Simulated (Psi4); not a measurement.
C$_{5}$H$_{7}$O (SMILES O=C1[CH]CCC1), doublet, geometry from GFN2-xTB; Psi4 with CCSD(T)/STO-3G.

Psi4 was given this input:
```
memory 2 GB

molecule {
0 2
  O    -1.82573338   -0.64971205    0.89879988
  C    -0.77375909   -0.31313800    0.37082882
  C     0.47307306   -0.99544363    0.42351030
  C     1.51669687   -0.29946568   -0.34396356
  C     0.93352357    1.09690470   -0.61562325
  C    -0.58130129    0.92105097   -0.50503971
  H     0.62167536   -1.93475276    0.92596102
  H     2.47468566   -0.27317861    0.18213016
  H     1.70193143   -0.83356765   -1.28581745
  H     1.28222283    1.78856572    0.15238514
  H     1.23813668    1.48806895   -1.58492652
  H    -1.03318178    0.71800635   -1.47861491
  H    -1.08900190    1.78510426   -0.07979190
}

set basis sto-3g
set reference uhf
set cc_type df
set mp2_type df
set scf_type df

energy('ccsd(t)')
print_variables()
```

It wrote (shortened):

```
Traceback (most recent call last):
  File "psi4", line 375, in <module>
  File "<string>", line 37, in <module>
  File "site-packages/psi4/driver/driver.py", line 461, in energy
  File "site-packages/psi4/driver/task_planner.py", line 255, in task_planner
  File "site-packages/psi4/driver/driver_util.py", line 222, in negotiate_derivative_type
  File "site-packages/psi4/driver/driver_util.py", line 344, in highest_analytic_derivative_available

psi4.driver.p4util.exceptions.MissingMethodError: Method=ccsd(t) is not available for any derivative level under conditions CC_TYPE=DF, REFERENCE=UHF, FREEZE_CORE=FALSE, QC_MODULE=(auto). See https://psicode.org/psi4manual/master/introduction.html#ss-ccsd-prt-pr. Or did you mean? ccsd(at) a-ccsd(t) ccsd(t)_l bccd(t) qcisd(t)

Printing out the relevant lines from the Psithon --> Python processed input file:
    core.set_global_option("BASIS", "sto-3g")
    core.set_global_option("REFERENCE", "uhf")
    core.set_global_option("CC_TYPE", "df")
    core.set_global_option("MP2_TYPE", "df")
    core.set_global_option("SCF_TYPE", "df")
--> energy('ccsd(t)')
    print_variables()

!----------------------------------------------------------------------------------!
!                                                                                  !
!  Method=ccsd(t) is not available for any derivative level under conditions       !
!     CC_TYPE=DF, REFERENCE=UHF, FREEZE_CORE=FALSE, QC_MODULE=(auto). See          !
!     https://psicode.org/psi4manual/master/introduction.html#ss-ccsd-prt-pr. Or   !
!     did you mean? ccsd(at) a-ccsd(t) ccsd(t)_l bccd(t) qcisd(t)                  !
!                                                                                  !
!----------------------------------------------------------------------------------!
```

The program refused the input.
